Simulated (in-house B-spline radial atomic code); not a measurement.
Configurations of Ni, with energies counted from [Ar] 3d8 4s2. Computed with a B-spline radial code for spherical atoms: non-relativistic B3LYP, spin-polarised, spherical fractional occupations, exact exchange averaged over the configuration, point nucleus. Shells without spins written out take the highest spin.

Occupations are held fixed; configurations that lie above the ionisation limit could autoionise.

```
           configuration  E - E(ref) (eV)  highest orbital  its <r> (bohr)
            [Ar] 3d9 4s1           -1.027            4s up            3.06
        [Ar] 3d8 4s1 5s1           5.9775            5s up            7.92
        [Ar] 3d8 4s1 5p1           6.7447            5p up           10.25
        [Ar] 3d7 4s2 5p1           12.689            5p up           9.784
        [Ar] 3d7 4s2 4f1           13.791            4f up           16.98
[Ne] 3s2 3p5 3d8 4s2 4f1           76.881            4f up           16.98
```

Task: Order these further configurations by energy, lowest first.
A. [Ar] 3d7 4s2 5f1
B. [Ar] 3d7 4s2 5d1
C. [Ne] 3s2 3p5 3d8 4s2 5p1
D. [Ne] 3s2 3p5 3d8 4s2 5s1
E. [Ne] 3s2 3p5 3d8 4s2 5f1

Result: B (13.61 eV), A (14.062 eV), D (74.934 eV), C (75.776 eV), E (77.152 eV).

Task: How far above the reference does [Ar] 3d8 4s1 5f1 lie?

Result: 8.0398 eV; its least bound orbital is 5f up with <r> = 28.49 bohr.

Task: Is the reference the lowest configuration at this level of theory?

Result: No: [Ar] 3d9 4s1 lies 1.027 eV lower with this functional.
